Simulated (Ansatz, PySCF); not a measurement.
BFBr2, SMILES FB(Br)Br.

Geometry optimised at B3LYP-D3(BJ)/def2-SVP.

Vertical ionisation energy (IE) and electron affinity (EA) in eV. Rows of orbital energies are one-electron estimates. Where ΔSCF, EOM or ADC give a negative EA the extra electron is unbound and the value depends on the basis.

| level | IE | EA |
|---|---|---|
| −ε(HOMO), −ε(LUMO), PBE0/def2-TZVPD (PySCF) | 8.67 | 1.46 |
| −ε(HOMO), −ε(LUMO), PBE/def2-TZVPD (PySCF) | 7.35 | 2.38 |
| ΔSCF, CAM-B3LYP/def2-SVPD (Ansatz), final states of multiplicity 2 and 2 | 11.13 | -0.33 |
| ΔSCF, PBE/def2-SVPD (Ansatz), final states of multiplicity 2 and 2 | 10.52 | -0.36 |

Problem. What vertical singlet–triplet gap does ΔSCF give with CAM-B3LYP/def2-SVPD (Ansatz, an electronic-structure program) and with PBE/def2-SVPD (Ansatz)? (An estimate is asked for; the answer gives what the named calculation found.)

Solution. 5.70 and 5.16 eV (triplet above singlet where positive).
